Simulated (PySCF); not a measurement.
PySCF job for CH₂BNO₃, SMILES O=C=NB(O)O, ωB97X-D3(BJ)/def2-SVP. The structure is a stationary point at ωB97X-D3(BJ)/def2-SVP. The structure was generated by enumeration, and PubChem lists no compound with its InChIKey, so it may never have been made. One conformer was computed; it need not be the lowest.

```python
import numpy as np
from pyscf import gto, scf, dft, df
from pyscf.hessian import thermo

mol = gto.M(
    atom='''
    B     0.00000000   -0.00000000   -1.02772726
    N     0.00000000    0.00000000    0.42648934
    C     0.00000000    0.00000000    1.62152992
    O    -0.00000000    0.00000000    2.79177699
    O    -0.00000000   -1.16518335   -1.72502473
    H     0.00000000   -1.93997535   -1.15489436
    O    -0.00000000    1.16518335   -1.72502474
    H    -0.00000000    1.93997535   -1.15489437
    ''',
    basis='def2-SVP',
    charge=0,
    spin=0,
    max_memory=1600,
    verbose=3,
)
mf = dft.RKS(mol, xc='wb97x-d3bj').density_fit(auxbasis='def2-universal-jkfit')
mf.grids.level = 3
mf.conv_tol = 1e-11
mf.max_cycle = 100
mf.kernel()

# analytic Hessian; the response equations are solved on a coarser grid
h, args, fine = mf.Hessian(), (mf.mo_energy, mf.mo_coeff, mf.mo_occ), mf.grids
h.max_memory = max(150, 2.5e-5 * df.make_auxmol(mol, mf.with_df.auxbasis).nao * mol.nelec[0] * (mol.nelec[0] + mol.nao))  # MB; small integral blocks
h1ao = h.make_h1(mf.mo_coeff, mf.mo_occ)
mf.grids = dft.Grids(mol).set(level=1).build(with_non0tab=True)
mo1, mo_e1 = h.solve_mo1(*args, h1ao)
mf.grids = fine
hess = h.hess_elec(*args, mo1, mo_e1, h1ao) + h.hess_nuc()
if mf.do_disp():
    hess += h.get_dispersion()
for i in range(mol.natm):  # the analytic DFT Hessian lacks the response of the grid: restore translational invariance
    hess[i, i] -= hess[i].sum(axis=0)
hess = (hess + hess.transpose(1, 0, 3, 2)) / 2
vib = thermo.harmonic_analysis(mol, hess, imaginary_freq=False)
thermo.dump_normal_mode(mol, vib)
th = thermo.thermo(mf, vib['freq_au'][vib['freq_au'] > 0], 298.15, 101325)
thermo.dump_thermo(mol, th)
g0 = mf.nuc_grad_method().set(verbose=0).kernel()

# dipole derivatives [dipole axis, atom, xyz] from the same response
r, irp = mol.intor('int1e_r'), mol.intor('int1e_irp').reshape(3, 3, mol.nao, mol.nao)
sl, dm0, ok = mol.aoslice_by_atom(), np.array(mf.make_rdm1()), []
dmu = np.einsum('a,xt->xat', mol.atom_charges(), np.eye(3))
for a, (_, _, p0, p1) in enumerate(sl):
    dmu[:, a] += 2 * np.einsum('xtij,ij->xt', irp[:, :, :, p0:p1], dm0.reshape(-1, mol.nao, mol.nao).sum(0)[:, p0:p1])
    for u, c, occ, f in [(mo1, mf.mo_coeff, mf.mo_occ, 4)]:
        dmu[:, a] -= f * np.einsum('tui,xuv,vi->xt', u[a], r, c[:, occ > 0], optimize=True)
L = vib['norm_mode']
ir = 974.8801 * (np.einsum('xat,kat->kx', dmu, L) ** 2).sum(1)       # km/mol
apt = np.einsum('xax->a', dmu) / 3

# polarisability derivatives from nuclear gradients in small electric fields
h0, F = mf.get_hcore(), 0.005
def in_field(f, guess):
    m = mf.copy()
    m.verbose, m.conv_tol, m.conv_tol_grad = 0, 1e-11, 2e-7
    m.get_hcore = lambda *a: h0 + np.einsum('x,xij->ij', f, r)
    m.kernel(guess)
    ok.append(m.converged)
    dm = np.array(m.make_rdm1())
    g = m.nuc_grad_method().kernel() - np.outer(mol.atom_charges(), f)
    for a, (_, _, p0, p1) in enumerate(sl):
        g[a] -= 2 * np.einsum('x,xtij,ij->t', f, irp[:, :, :, p0:p1], dm[:, p0:p1])
    return g, -np.einsum('xij,ij->x', r, dm), dm
E = np.eye(3) * F
g0, _, dm0 = in_field(np.zeros(3), dm0)
gp = [in_field(e, dm0) for e in E]
gm = [in_field(-e, 2 * dm0 - p[2]) for e, p in zip(E, gp)]
alpha = np.array([(p[1] - q[1]) / (2 * F) for p, q in zip(gp, gm)])  # bohr^3
check = abs(np.array([-(p[0] - q[0]) / (2 * F) for p, q in zip(gp, gm)]) - dmu).max()
print('static polarisability / bohr^3:', alpha.round(3))
print('largest difference of analytic and finite-field dipole derivatives / e:', check)
da = np.zeros((3, 3, mol.natm, 3))
for x in range(3):
    da[x, x] = -(gp[x][0] + gm[x][0] - 2 * g0) / F**2
for x, y in ((0, 1), (0, 2), (1, 2)):
    up, down = in_field(E[x] + E[y], gp[x][2] + gp[y][2] - dm0), in_field(-E[x] - E[y], gm[x][2] + gm[y][2] - dm0)
    both = -(up[0] + down[0] - 2 * g0) / F**2
    da[x, y] = da[y, x] = (both - da[x, x] - da[y, y]) / 2
aq = np.einsum('xyat,kat->kxy', da, L) * 0.529177210903**2           # A^2/amu^1/2
a = np.einsum('kxx->k', aq) / 3
g2 = 1.5 * (aq**2).sum((1, 2)) - 4.5 * a**2
raman, depol = 45 * a**2 + 7 * g2, 3 * g2 / (45 * a**2 + 4 * g2 + 1e-12)
print('mode   freq/cm-1   IR/(km/mol)   Raman/(A^4/amu)   depolarisation')
for k, w in enumerate(vib['freq_wavenumber']):
    print(f'{k + 1:4d} {w:11.2f} {ir[k]:13.3f} {raman[k]:17.3f} {depol[k]:16.3f}')
print('max |gradient| / (hartree/bohr):', abs(g0).max())
print('APT charges:', apt.round(4))
```

Output:

```
converged SCF energy = -344.558766911039

WARN: DFTD3 does not support analytical Hessian, using finite difference


WARN: Mole.unit (angstrom) is changed to Bohr

Mode                                 0                   1                   2
Irrep
Freq [cm^-1]                       40.0776             75.7198            402.7530
Reduced mass [au]                   9.0613             14.3703              5.1646
Force const [Dyne/A]                0.0086              0.0485              0.4936
Char temp [K]                      57.6627            108.9440            579.4718
Normal mode                   x     y     z       x     y     z       x     y     z
       0   B                -0.00  0.04  0.00   -0.03 -0.00  0.00   -0.00 -0.00 -0.03
       1   N                -0.00  0.16  0.00   -0.22 -0.00 -0.00    0.00  0.00 -0.07
       2   C                -0.00 -0.00  0.00   -0.04  0.00 -0.00   -0.00  0.00 -0.08
       3   O                 0.00 -0.13  0.00    0.11  0.00 -0.00   -0.00 -0.00 -0.09
       4   O                 0.00 -0.02  0.09    0.06  0.00 -0.00   -0.00 -0.08  0.10
       5   H                -0.00  0.02  0.15   -0.02 -0.00 -0.00    0.00  0.03  0.26
       6   O                 0.00 -0.02 -0.09    0.06  0.00  0.00   -0.00  0.08  0.10
       7   H                -0.00  0.02 -0.15   -0.02 -0.00  0.00    0.00 -0.03  0.26
Mode                                 3                   4                   5
Irrep
Freq [cm^-1]                      428.7471            467.9084            529.1995
Reduced mass [au]                   4.8451              1.1712              1.1155
Force const [Dyne/A]                0.5248              0.1511              0.1841
Char temp [K]                     616.8717            673.2160            761.4002
Normal mode                   x     y     z       x     y     z       x     y     z
       0   B                -0.00  0.09 -0.00    0.00 -0.00 -0.00   -0.09 -0.00  0.00
       1   N                -0.00 -0.15 -0.00    0.00  0.00 -0.00    0.01  0.00  0.00
       2   C                 0.00 -0.06 -0.00    0.00  0.00 -0.00   -0.03  0.00 -0.00
       3   O                 0.00  0.02 -0.00   -0.00 -0.00 -0.00    0.01 -0.00 -0.00
       4   O                -0.00  0.04  0.10   -0.07 -0.00 -0.00   -0.01  0.00 -0.00
       5   H                 0.00  0.14  0.23    0.65 -0.00 -0.00    0.67 -0.00 -0.00
       6   O                 0.00  0.04 -0.10    0.07 -0.00  0.00   -0.01 -0.00  0.00
       7   H                -0.00  0.14 -0.23   -0.65 -0.00  0.00    0.67  0.00 -0.00
Mode                                 6                   7                   8
Irrep
Freq [cm^-1]                      613.9112            631.3703            662.5211
Reduced mass [au]                  12.5507             12.1826              6.7517
Force const [Dyne/A]                2.7869              2.8613              1.7461
Char temp [K]                     883.2815            908.4014            953.2204
Normal mode                   x     y     z       x     y     z       x     y     z
       0   B                 0.00  0.00 -0.00    0.06 -0.00 -0.00   -0.25  0.00  0.00
       1   N                 0.00  0.09  0.00    0.08 -0.00  0.00    0.08  0.00 -0.00
       2   C                -0.00 -0.24  0.00   -0.24  0.00  0.00   -0.03  0.00 -0.00
       3   O                 0.00  0.10  0.00    0.10 -0.00  0.00    0.01 -0.00 -0.00
       4   O                -0.00  0.00 -0.00   -0.01  0.00 -0.00    0.07  0.00  0.00
       5   H                -0.00 -0.01 -0.02   -0.04 -0.00 -0.00   -0.18 -0.00 -0.00
       6   O                -0.00  0.00  0.00   -0.01  0.00 -0.00    0.07 -0.00  0.00
       7   H                -0.00 -0.01  0.02   -0.04  0.00 -0.00   -0.18  0.00 -0.00
Mode                                 9                  10                  11
Irrep
Freq [cm^-1]                      710.2588            997.0817           1006.6065
Reduced mass [au]                  10.0848              1.2915              1.3074
Force const [Dyne/A]                2.9974              0.7565              0.7805
Char temp [K]                    1021.9042           1434.5786           1448.2826
Normal mode                   x     y     z       x     y     z       x     y     z
       0   B                -0.00  0.00 -0.13    0.00 -0.00  0.06   -0.00 -0.01 -0.00
       1   N                 0.00 -0.00  0.03   -0.00 -0.00  0.01    0.00 -0.02 -0.00
       2   C                -0.00 -0.00  0.07    0.00  0.00 -0.01    0.00  0.00  0.00
       3   O                 0.00 -0.00  0.10   -0.00 -0.00 -0.02   -0.00 -0.00  0.00
       4   O                 0.00 -0.12 -0.05   -0.00 -0.07  0.02    0.00  0.03  0.08
       5   H                -0.00  0.00  0.13    0.00 -0.41 -0.46   -0.00 -0.36 -0.49
       6   O                 0.00  0.12 -0.05   -0.00  0.07  0.02    0.00  0.03 -0.08
       7   H                -0.00 -0.00  0.13   -0.00  0.41 -0.46    0.00 -0.36  0.49
Mode                                12                  13                  14
Irrep
Freq [cm^-1]                     1292.5043           1518.9216           1625.5214
Reduced mass [au]                   5.9394              7.6243             13.3031
Force const [Dyne/A]                5.8460             10.3638             20.7103
Char temp [K]                    1859.6259           2185.3900           2338.7634
Normal mode                   x     y     z       x     y     z       x     y     z
       0   B                -0.00 -0.00 -0.21   -0.00 -0.26  0.00   -0.00 -0.00  0.12
       1   N                 0.00  0.00 -0.06    0.00  0.01  0.00    0.00 -0.00 -0.19
       2   C                -0.00  0.00 -0.00    0.00  0.00  0.00   -0.00 -0.00 -0.05
       3   O                 0.00  0.00  0.08   -0.00 -0.00 -0.00    0.00 -0.00  0.14
       4   O                 0.00  0.06  0.07    0.00  0.08  0.03    0.00 -0.01 -0.01
       5   H                 0.00 -0.11 -0.19   -0.00  0.12  0.10    0.00  0.02  0.04
       6   O                 0.00 -0.06  0.07    0.00  0.08 -0.03    0.00  0.01 -0.01
       7   H                 0.00  0.11 -0.19    0.00  0.12 -0.10    0.00 -0.02  0.04
Mode                                15                  16                  17
Irrep
Freq [cm^-1]                     2500.1936           3943.2888           3945.1695
Reduced mass [au]                  12.6883              1.0657              1.0670
Force const [Dyne/A]               46.7305              9.7637              9.7845
Char temp [K]                    3597.2219           5673.5147           5676.2205
Normal mode                   x     y     z       x     y     z       x     y     z
       0   B                 0.00 -0.00  0.00   -0.00 -0.00 -0.00   -0.00 -0.00  0.00
       1   N                 0.00  0.00 -0.12    0.00  0.00 -0.00    0.00  0.00  0.00
       2   C                -0.00  0.00  0.24    0.00  0.00  0.00   -0.00  0.00 -0.00
       3   O                -0.00  0.00 -0.08   -0.00 -0.00 -0.00    0.00 -0.00  0.00
       4   O                -0.00  0.00  0.00    0.00 -0.04  0.02    0.00 -0.04  0.02
       5   H                -0.00 -0.00 -0.01    0.00  0.56 -0.39    0.00  0.56 -0.39
       6   O                -0.00 -0.00  0.00   -0.00 -0.04 -0.02    0.00  0.04  0.02
       7   H                -0.00  0.00 -0.01    0.00  0.56  0.39   -0.00 -0.56 -0.39
temperature 298.1500 [K]
pressure 101325.00 [Pa]
Rotational constants [GHz] 9.90369 1.88487 1.58350
Symmetry number 2
Zero-point energy (ZPE) 0.04873 [Eh]   127951.104 [J/mol]
                           tot       elec      trans        rot        vib
Entropy [J/mol/K]       329.764      0.000    164.420    106.321     59.022
Cv [J/mol/K]             83.635      0.000     12.472     12.472     58.691
Cp [J/mol/K]             91.949      0.000     20.786     12.472     58.691
Internal energy [J/mol]                      3718.434   3718.434 136628.058
Internal energy [Eh]   -344.50390  -344.55877
Enthalpy [J/mol]                             6197.391   3718.434 136628.058
Enthalpy [Eh]          -344.50295
Gibbs free energy [J/mol]                  -42824.560 -27981.163 119030.564
Gibbs free energy [Eh] -344.54040
static polarisability / bohr^3: [[18.119 -0.    -0.   ]
 [-0.    29.194 -0.   ]
 [ 0.    -0.    52.404]]
largest difference of analytic and finite-field dipole derivatives / e: 0.0013456641929798785
mode   freq/cm-1   IR/(km/mol)   Raman/(A^4/amu)   depolarisation
   1       40.08         0.782             3.734            0.750
   2       75.72         2.997             1.526            0.750
   3      402.75         1.739             1.686            0.323
   4      428.75        36.458             0.024            0.750
   5      467.91         0.000             2.594            0.750
   6      529.20       144.260             0.071            0.750
   7      613.91        44.417             0.712            0.750
   8      631.37        25.937             0.260            0.750
   9      662.52       178.221             0.633            0.750
  10      710.26         8.572             5.473            0.080
  11      997.08        28.421             3.330            0.570
  12     1006.61       232.963             1.104            0.750
  13     1292.50       623.920             1.780            0.064
  14     1518.92       383.717             0.380            0.750
  15     1625.52       179.859            38.621            0.235
  16     2500.19      1543.968             3.816            0.191
  17     3943.29       183.982             6.689            0.750
  18     3945.17         7.791            91.259            0.243
max |gradient| / (hartree/bohr): 7.439402058181667e-05
APT charges: [ 1.7152 -1.2532  1.416  -0.8241 -0.8564  0.3294 -0.8564  0.3294]
```

The calculation finished and met its thresholds.

Cost: around 2.6 core-minutes (rough).
